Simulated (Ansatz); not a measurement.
`FC(Br)I` and `BrC(I)I` differ in one atom or group.

Ansatz, PBE0-D4/def2-TZVP geometries, multiplicity 1. 

Elements past krypton have def2 core potentials. Scalar relativity is left out up to krypton.

```
                                        property  `FC(Br)I`
         HOMO–LUMO gap (ωB97M-V/def2-TZVPP) / eV      10.09
               LUMO energy (PBE/def2-TZVPP) / eV      -2.73
            HOMO–LUMO gap (PBE0/def2-TZVPP) / eV       5.93
  size of the dipole moment (PBE/def2-TZVPP) / D       0.99
size of the dipole moment (B3LYP/def2-TZVPP) / D       1.09
             HOMO–LUMO gap (PBE/def2-TZVPP) / eV       3.87
```

Task: What does the change do to each property? (Best estimate.)

Result: The calculation gave: 
```tsv
property	`BrC(I)I`	shift
HOMO–LUMO gap (ωB97M-V/def2-TZVPP) / eV	9.04	-1.05
LUMO energy (PBE/def2-TZVPP) / eV	-3.31	-0.58
HOMO–LUMO gap (PBE0/def2-TZVPP) / eV	4.93	-1.00
size of the dipole moment (PBE/def2-TZVPP) / D	0.69	-0.30
size of the dipole moment (B3LYP/def2-TZVPP) / D	0.74	-0.35
HOMO–LUMO gap (PBE/def2-TZVPP) / eV	2.96	-0.91
```

With PBE0 the HOMO rises by 0.38 eV and the LUMO falls by 0.62 eV, so the gap narrows by about 1.00 eV. PBE moves the HOMO by 0.33 eV and ωB97M-V by 0.42 eV. Dipoles are sizes alone; their direction can turn.

B3LYP here is the variant with VWN-RPA as its local correlation; programs differ in this.

Spin–orbit coupling is left out; it splits and shifts lone-pair levels of the heavy atoms by tenths of an eV.
